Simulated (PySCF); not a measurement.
## BeI⁻: from constants to spectrum

RHF-CCSD(T) constants of BeI⁻, ¹Σ⁺ (singlet), closed shell (basis Be aug-cc-pVDZ, I aug-cc-pVDZ-PP with ECP28; scalar-relativistic core potentials; PySCF 2.14; masses 9.0122 and 126.9045 u):

| Item | Value |
| --- | --- |
| ωe | 288.6 cm⁻¹ |
| ωexe | 5.6 cm⁻¹ |
| Be | 0.32003 cm⁻¹ |
| αe | 0.00700 cm⁻¹ |
| D (centrifugal) | 1.57e-06 cm⁻¹ |
| De to Be + I⁻ | 0.66 eV |

Problem. Give the band origin of the fundamental and the first lines of its P and R branches.

Solution. ν0 = ωe − 2ωexe = 277.4 cm⁻¹, B0 = 0.31653, B1 = 0.30953 cm⁻¹.

```json
{"J″": "0", "P(J″) − ν0": "", "R(J″) − ν0": "0.619"}
{"J″": "1", "P(J″) − ν0": "-0.633", "R(J″) − ν0": "1.224"}
{"J″": "2", "P(J″) − ν0": "-1.280", "R(J″) − ν0": "1.815"}
{"J″": "3", "P(J″) − ν0": "-1.941", "R(J″) − ν0": "2.392"}
{"J″": "4", "P(J″) − ν0": "-2.616", "R(J″) − ν0": "2.955"}
{"J″": "5", "P(J″) − ν0": "-3.305", "R(J″) − ν0": "3.503"}
{"J″": "6", "P(J″) − ν0": "-4.007", "R(J″) − ν0": "4.037"}
```

Problem. Near which J would the R branch turn back, without centrifugal distortion?

Solution. At J ≈ (B0 + B1)/(2(B0 − B1)) − 1 ≈ 44.

Correlated steps freeze 4 core orbitals. Correlated levels converge slowly with the basis: in double zeta they bind strong bonds too weakly, by up to about 1 eV, and carry superposition errors of some tenths. Spin–orbit coupling is left out. For an ion De counts to the pair picked by the measured ionisation energies or electron affinities, which need not be the lowest pair at this level.
